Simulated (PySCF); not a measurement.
Harmonic spectrum computed at PBE0 in the def2-TZVP basis family (core potentials from Rb on, PySCF, no spin–orbit coupling):

```csv
ω (cm⁻¹),"IR (km/mol, summed over degenerate members)",degeneracy
594,11.4,2
659,75.5,1
675,166,2
1182,210,1
1867,515,2
1882,60.8,1
```

Problem. Which molecule gave it? In each, all ligands are bound to the one heavy central atom.
A. H₃NbO (singlet)
B. H₃SbO (singlet)
C. H₃VO (singlet)
D. H₃NO (singlet)
E. H₃TaO (singlet)

Solution. C. It has C3v symmetry with V–H 1.628 Å (×3), V–O 1.535 Å.
